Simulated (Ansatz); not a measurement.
AlCl2, doublet, geometry from GFN2-xTB (such geometries of metal compounds can be far from the true shape).

The Ansatz (a program for electronic structure) input:
Ansatz 0.2 input:
```yaml
crystal:
  periodic: [false, false, false]
  atoms:
    - {symbol: Al, position_ang: [0.00160221, 0.63542259, 0.02351302]}
    - {symbol: Cl, position_ang: [1.85128917, -0.24859337, 0.01717242]}
    - {symbol: Cl, position_ang: [-1.85251440, -0.23731802, -0.03515296]}
basis:
  gaussian:
    orbitals: def2-TZVP
magnetization: {spin_polarized: true, initial_magnetization: 1}
correlation: {method: ccsd}
```

**Question.** Predict the number of basis functions from Ansatz with CCSD/def2-TZVP.

**Answer.** 111

**Question.** What is the computed T1 diagnostic (CCSD/def2-TZVP)?

**Answer.** 0.012

**Question.** What is the computed MP2 correlation energy (CCSD/def2-TZVP)?

**Answer.** -0.4165 Eh
